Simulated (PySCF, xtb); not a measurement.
NTi, SMILES [Ti]#[N] (connectivity only; charge and spin as stated), neutral, multiplicity 2.

Harmonic wavenumbers (cm⁻¹) from xtb with GFN2-xTB at its own minimum, in rising order: 881.

What does PBE0-D3(BJ)/def2-TZVPD in PySCF give at its own minimum? (An estimate is asked for; the answer gives what the named calculation found.)

1179. Paired by order, the mean absolute difference is 298 cm⁻¹ and the zero-point energies are 1.3 and 1.7 kcal/mol.
